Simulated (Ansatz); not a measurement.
`CCB(F)S` + `OCCCF` → `OCB(F)S` + `CCCCF`  (formal exchange of groups at a B–C bond)

Program: Ansatz. Geometries: PBE0-D4/def2-TZVP. ΔE: electronic, gas phase. CCSD(T)/CBS adds triple-zeta CCSD(T) − MP2 to the extrapolated MP2 energy (def2 sets, frozen cores). One conformer a species, not always the lowest.

```json
{"species": "`CCB(F)S`", "SCS-MP2/def2-QZVPP energy (Eh)": "-602.04545"}
{"species": "`OCCCF`", "SCS-MP2/def2-QZVPP energy (Eh)": "-293.19070"}
{"species": "`OCB(F)S`", "SCS-MP2/def2-QZVPP energy (Eh)": "-637.93571"}
{"species": "`CCCCF`", "SCS-MP2/def2-QZVPP energy (Eh)": "-257.29420"}
```

Problem. Work out ΔE.

Solution. ΔE = (-637.93571) + (-257.29420) − (-602.04545) − (-293.19070) = 0.00624 Eh = +0.17 eV. CCSD(T)/CBS gives +0.16 eV.

Largest T1 diagnostic among the species: 0.012.
